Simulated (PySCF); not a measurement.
F6S, charge +1, multiplicity 2. Atoms are numbered in the order given.

```xyz
7

F      0.0000    -1.5763     0.0000
S      0.0000     0.0000     0.0000
F      1.5763     0.0000     0.0000
F      0.0000     0.0000     1.5763
F     -1.5763     0.0000     0.0000
F      0.0000     0.0000    -1.5763
F      0.0000     1.5763     0.0000
```
Charge +1, spin multiplicity 2.

Geometry: PBE0-D3(BJ)/def2-SVP. A frequency run showed that this geometry is not a minimum. The spin state was assumed, not searched.

Method: PySCF with TDA-ωB97X/def2-SVPD.

Vertical excitations; the highest root listed may be one member of a degenerate set. Isolated molecule, no solvent.

Computed UV-visible absorptions:
| state | energy (eV) | λ (nm) | f | main pairs |
|---|---|---|---|---|
| root 1 | 0.19 | 6623 | 0.000 | β HOMO−1→LUMO (degenerate set) |
| root 2 | 0.19 | 6605 | 0.000 | β HOMO→LUMO (degenerate set) |
| root 3 | 1.16 | 1066 | 0.000 | β HOMO−5→LUMO (degenerate set) |
| root 4 | 1.16 | 1066 | 0.000 | β HOMO−6→LUMO (degenerate set) |
| root 5 | 1.20 | 1030 | 0.000 | β HOMO−7→LUMO 100 % |
| root 6 | 1.68 | 739 | 0.042 | β HOMO−4→LUMO (degenerate set) |
| root 7 | 1.68 | 739 | 0.042 | β HOMO−3→LUMO (degenerate set) |
| root 8 | 1.73 | 715 | 0.055 | β HOMO−2→LUMO 96 % |
| root 9 | 2.56 | 485 | 0.000 | β HOMO−8→LUMO (degenerate set) |
| root 10 | 2.56 | 485 | 0.000 | β HOMO−9→LUMO (degenerate set) |
Unrestricted roots are not spin-pure.
